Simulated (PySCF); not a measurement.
Working out the ionisation energy of Ni⁺

Ni⁺ [Ar] 3d9 (2D) → Ni²⁺ [Ar] 3d8 (3F). Computed with PySCF 2.14 in jorge-DZP-DKH, with scalar relativity by spin-free X2C-1e. Frozen: [Ar]. Energies in hartree (1 hartree = 27.21139 eV):

| part | Ni⁺ (lower) | Ni²⁺ (upper) |
| --- | --- | --- |
| UHF | -1518.678492 | -1518.148443 |
| MP2 opposite-spin | -0.152722 | -0.097088 |
| MP2 same-spin | -0.090138 | -0.060866 |

What does Hartree-Fock give?

(-1518.148443) − (-1518.678492) = 0.530049 hartree = 14.423 eV.

What do MP2 and SCS-MP2 (6/5 opposite-spin, 1/3 same-spin) give?

The opposite-spin parts differ by 1.514 eV and the same-spin parts by 0.797 eV. MP2: 14.423 + (1.514) + (0.797) = 16.734 eV. SCS-MP2: 14.423 + 1.2 × (1.514) + (0.797)/3 = 16.505 eV.

Reference: 18.169 eV (measured; NIST Atomic Spectra Database, ionization energies), between the lowest levels; spin-orbit coupling is absent from the calculation.

A double-zeta basis recovers only part of the correlation energy.

What remains against the reference includes basis incompleteness, the frozen core and correlation beyond second order.
